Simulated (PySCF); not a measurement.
SMILES Cl[SiH2]N[SiH2]Cl (H₅Cl₂NSi₂) (CAM-B3LYP/def2-SVP optimised geometry):

```
10

Si    -1.596    -0.625     0.000
Cl    -2.374     1.297     0.000
N      0.133    -0.625     0.000
Si     1.220    -0.883     1.319
Cl     2.004    -2.803     1.318
H     -2.102    -1.280    -1.228
H     -2.053    -1.297     1.236
H      0.572    -0.448    -0.902
H      2.374     0.038     1.213
H      0.462    -0.707     2.577
```

Method: CAM-B3LYP/def2-TZVP in PySCF.

Problem. What are the frontier orbital energies and the dipole moment?

Solution. HOMO-2 -10.41 eV, HOMO-1 -10.33 eV, HOMO -9.78 eV, LUMO 0.86 eV, LUMO+1 1.47 eV; dipole moment 0.92 D.

Meta-Löwdin charges at CAM-B3LYP/def2-TZVP: Si1 0.82, Cl2 -0.32, N3 -0.81, Si4 0.82, Cl5 -0.32, H6 -0.11, H7 -0.11, H8 0.25, H9 -0.11, H10 -0.11.
